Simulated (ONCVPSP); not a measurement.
An all-electron radial function and its pseudo partner (Fe (Z = 26))

Columns: radius, all-electron u(r) and pseudo u(r) of the 4p shell (level -1.75 eV) of iron in the configuration [Ar] 3d6 4s1.5 4p0.5; PBE, scalar-relativistic, ONCV scheme, ONCVPSP 4.0.1.

```csv
r (bohr),all-electron,pseudo
0.148,0.1051,0.0031
0.295,-0.0043,0.0120
0.443,-0.1301,0.0262
0.590,-0.1799,0.0449
0.738,-0.1632,0.0681
0.885,-0.1078,0.0954
1.033,-0.0348,0.1268
1.180,0.0419,0.1611
1.328,0.1162,0.1972
1.475,0.1840,0.2334
1.623,0.2446,0.2693
1.770,0.2972,0.3043
1.918,0.3425,0.3392
2.065,0.3806,0.3730
2.213,0.4125,0.4052
2.360,0.4383,0.4336
2.508,0.4589,0.4568
2.655,0.4747,0.4741
2.802,0.4861,0.4861
2.950,0.4939,0.4939
3.098,0.4982,0.4982
3.245,0.4996,0.4995
3.393,0.4983,0.4983
3.540,0.4950,0.4949
3.688,0.4896,0.4896
3.835,0.4828,0.4828
```

Problem. How many radial nodes do the two functions have?

Solution. The all-electron 4p function has n − l − 1 = 2; the pseudo-wave has 0, since the states of the same l below it are removed with the core.

Problem. At about which radius was the pseudo-wave matched?

Solution. 2.95 bohr. The columns agree to 0.0005 from 2.80 bohr on; several derivatives are matched, so the curves merge somewhat inside the radius.

Problem. Where does each function peak?

Solution. Outermost all-electron maximum near 3.25 bohr, pseudo maximum near 3.25 bohr (to the table’s step).

Problem. Is the pseudo-wave norm-conserving?

Solution. Yes: the ONCV scheme keeps the norm inside the radius equal to the all-electron one, which fixes the energy derivative of the logarithmic derivative at the level.
